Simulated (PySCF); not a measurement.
Basis-set dependence of excited states

Compound: pyrocatechol, C6H6O2.
SMILES: `c1cc(O)c(O)cc1`

TDDFT with PBE0 (PySCF), vertical singlets, core orbitals frozen in the response, spherical d and f functions. Isolated species at its PBE0-D3(BJ)/def2-SVP geometry (one conformer only).

| basis | functions | diffuse | S1 (eV) | S2 (eV) | S3 (eV) | S4 (eV) | S5 (eV) | LUMO (eV) | α (au) |
| --- | --- | --- | --- | --- | --- | --- | --- | --- | --- |
| 6-31G* | 124 | no | 5.21 | 5.98 | 6.35 | 6.93 | 7.12 | 0.41 | 63.1 |
| def2-SVP | 142 | no | 5.15 | 5.92 | 6.10 | 6.85 | 6.85 | 0.12 | 66.2 |
| 6-31+G* | 156 | yes | 5.01 | 5.07 | 5.72 | 5.82 | 5.87 | -0.10 | 74.6 |
| def2-SVPD | 214 | yes | 5.04 | 5.32 | 5.81 | 6.15 | 6.23 | -0.18 | 77.7 |
| aug-cc-pVDZ | 238 | yes | 4.85 | 4.99 | 5.48 | 5.65 | 5.74 | -0.36 | 79.7 |
| def2-TZVP | 284 | no | 5.05 | 5.62 | 5.80 | 6.47 | 6.56 | -0.06 | 74.7 |

Task: How much do these states and the polarisability depend on the basis?

Result: States are compared by their number. Against the largest diffuse basis here (aug-cc-pVDZ, itself not a converged limit), sets without diffuse functions differ by up to 0.36 eV in S1 and 1.38 eV in S5; the smaller diffuse sets differ by up to 0.19 and 0.49 eV. State by state, the largest deviation of a set without diffuse functions is S1 0.36, S2 1.00, S3 0.87, S4 1.28, S5 1.38 eV. The same number needn't mean the same state in each row. Against aug-cc-pVDZ the polarisability deviates by -21% in 6-31G*, -17% in def2-SVP, -6% in 6-31+G*, -3% in def2-SVPD, -6% in def2-TZVP. A single + in a Pople set puts diffuse functions on heavy atoms only.
